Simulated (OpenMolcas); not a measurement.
Ir3+: ligand-field states by method

Ir3+ with 6 ligands (fluoride) in tetragonal octahedral coordination (D4h) at 2.05 Å, the axial distance 2.152 Å. A charge of +0.5 e stands 2.4 Å behind each ligand. Ligand basis ANO-RCC-VDZP.
```
Ir    0.0000    0.0000    0.0000
F     2.0500    0.0000    0.0000
F     0.0000    2.0500    0.0000
F    -2.0500    0.0000    0.0000
F     0.0000   -2.0500    0.0000
F     0.0000    0.0000    2.1525
F     0.0000    0.0000   -2.1525
```

| Quantity | Value |
| --- | --- |
| Program | OpenMolcas 26.06 |
| Basis | ANO-RCC-VTZP [8s7p5d3f1g] |
| Scalar Hamiltonian | DKH2, point nucleus |
| Active space | 6 electrons in 5 orbitals (5d) |
| State averaging | 2S+1 = 5 even, 5 roots; 2S+1 = 3 even, 45 roots; 2S+1 = 1 even, 50 roots |
| Spin-orbit coupling | RASSI with atomic mean-field integrals over the reference wave functions |

I. CASSCF
II. SS-CASPT2, IPEA 0.25 Eh, imaginary shift 0.1 Eh (closed shells correlated: 5s 5p and the ligand valence shells)
III. SS-CASPT2, IPEA 0.25 Eh, real shift 0.3 Eh (closed shells correlated: 5s 5p and the ligand valence shells)

Spin-free states (labels of D4, the rotations of D4h) in cm-1, each column counted from its own energy of the first state listed:

```tsv
State	Degeneracy	I	II	III
2S+1 = 1	1	0	0	0
3E	2	9646	12450	12450
2S+1 = 3	1	13073	14350	14380
5E	2	13146	20580	20550
2S+1 = 3	1	13421	16280	16280
```

From I to II, I's first state of another spin (3E) moves from 9646 to 12450 cm-1, by about +2800 cm-1.

χT at 300 K: I 0.06, II 0.05, III 0.05 cm3 K/mol.

The states above are spin-free; spin-orbit coupling is strong here and shifts and splits them by thousands of cm-1.

Over all roots computed the reference weight is 0.68 to 0.70 in II, 0.72 to 0.74 in III; a low but even weight reflects the number of correlated electrons. The least metal-like active orbital is 80 % on the metal (Löwdin) and no ligand orbital is active, so the numbers are rough. Ligand-to-metal charge-transfer states are missing. With no ligand orbital active B as a rule stays too high, so bands that hang on it stand too high and its fall with covalency is understated. Spin-orbit coupling mixes the spin-free states strongly: the lowest level takes only 68 % from its leading state, 2S+1 = 1 (holds for I). Without dynamic correlation the repulsion within the d shell is too large (B by tens of per cent), so at a given field states of lower spin stand too high (holds for I). This shell can be high or low spin here, a state of another spin lies low, and with metal d orbitals alone active their balance is uncertain, so the ground spin may be wrong, although the usual error favours high spin (holds for I). With metal d orbitals alone the field can be off either way by tens of per cent (holds for I). With one d shell and no ligand orbital active, 10Dq can be off by a tenth or more (holds for II; III). The distance lies 3 % over the 1.99 Å that this model takes as the normal distance (a Shannon-type radius plus a fixed donor radius); by an R⁻⁵ law this alone changes a d-shell field by about -14 %. No measured value stands beside these numbers; the geometry is a model, was not optimised and need not be the one that this ion takes.
